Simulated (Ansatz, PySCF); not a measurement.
Molecule: SF3 (charge 0, doublet). It need not be the lowest isomer of its formula. 
Structure (B3LYP-D3(BJ)/def2-TZVP (Ansatz, a program for electronic structure) minimum search):
```xyz
4

F      1.5987    -0.5623    -0.0115
S      0.1621     0.2878     0.1532
F     -1.2777     1.1083    -0.1069
F     -0.6091    -1.0576    -0.1540
```
Charge 0, spin multiplicity 2.

Property: atomisation energy (electronic, to ground-state atoms), in kJ/mol. Valence correlation only, unless marked. UHF or UKS for open shells. Spin-orbit coupling is left out. Non-relativistic unless marked X2C. The coupled-cluster limit lacks core correlation, which all-electron functionals hold. CBS(X,Y): correlation extrapolated as X^-3; Hartree-Fock from the larger set. The bracket is a focal-point correction in the basis named.

```csv
level,program,atomisation energy (kJ/mol),minus last row
HF/aug-cc-pV(T+d)Z,Ansatz,401.1,-568.3
HF/def2-TZVPD,PySCF,396.5,-572.9
HF/aug-cc-pV(Q+d)Z,Ansatz,406.2,-563.2
TPSS-D4/def2-TZVPD,PySCF + dftd4,1042.7,73.3
r2SCAN-D4/def2-TZVPD,Ansatz + dftd4,1024.7,55.3
PBE0/def2-TZVPD,Ansatz,978.9,9.5
BHLYP-D4/def2-TZVPD,Ansatz + dftd4,833.9,-135.5
r2SCANh-D4/def2-TZVPD,Ansatz + dftd4,982.9,13.5
r2SCAN0/def2-TZVPD,Ansatz,922.0,-47.4
CAM-B3LYP-D3(BJ)/def2-TZVPD,Ansatz + dftd3,992.5,23.1
LC-wPBE/def2-TZVPD,Ansatz,991.3,21.9
"RI-MP2/CBS(aug-cc-pV(T+d)Z,aug-cc-pV(Q+d)Z)",Ansatz,1062.5,93.1
CCSD(T)/cc-pVDZ,PySCF,694.9,-274.5
X2C-CCSD(T)/cc-pVTZ-DK,Ansatz,873.3,-96.1
"RI-MP2/CBS(cc-pV(T+d)Z,cc-pV(Q+d)Z)+[CCSD(T)-MP2]/cc-pV(T+d)Z",Ansatz,969.4,0.0
```
